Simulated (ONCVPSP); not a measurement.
**titanium, ONCV: configuration errors across variants**

| Item | Value |
| --- | --- |
| Element | titanium (Ti) |
| Generator | ONCVPSP 4.0.1 |
| Type | optimised norm-conserving Vanderbilt (ONCV) |
| Functional | revPBE |
| Relativity | scalar-relativistic |
| Frozen core | [Ne] |
| Valence charge | 12 |
| Reference configuration | 3s2 3p6 3d2 4s2 |
| Partial waves | 3s+4s: rc 1.60 bohr, ncon 4, nbas 8, qcut 9.3 1/bohr, 2 projectors; 3p: rc 0.95 bohr, ncon 4, nbas 7, qcut 9.6 1/bohr, 2 projectors, debl 2 Ha; 3d: rc 2.25 bohr, ncon 4, nbas 9, qcut 5.6 1/bohr, 2 projectors, debl 3.2 Ha |
| Local potential | polynomial inside 0.90 bohr (lpopt 5, dvloc0 0 Ha) |
| Core correction | Teter function, parameters optimised by the program |

All-electron excitation energies from the reference (eV): (1) 3s2 3p6 3d2 4s1 7.279; (2) 3s2 3p6 3d2 4s0 20.710; (3) 3s2 3p6 3d1 4s0 47.570; (4) 3s2 3p6 3d2.5 4s1.5 0.355.

A true bound ghost makes a file unfit for plane-wave use even where its test errors are small: the radial tests pick states by their node count and pass the ghost by.

Errors AE − PS in meV (a dash: test not solved or not reliable):

```csv
change,(1),(2),(3),(4),bound ghosts,GHOST(+) flags above zero
base,+0.5,-4.5,+233,+27,none,none
"s: ncon 5, nbas 9",+0.6,-4.1,+233,+27,none,s
s: qcut 12.4; p: qcut 12.8; d: qcut 7.4,+0.6,+0.8,+136,+15,s,none
"local potential polynomial inside 0.90 bohr (lpopt 5, dvloc0 2 Ha)",+0.4,-5.3,+229,+26,none,none
d: qcut 4.7,+0.6,-8.8,+329,+39,none,d
```

Give the same row for: local potential polynomial inside 0.75 bohr (lpopt 5, dvloc0 4 Ha).

+0.5, -4.4, +234, +27; bound ghosts: none; GHOST(+) flags above zero: s.
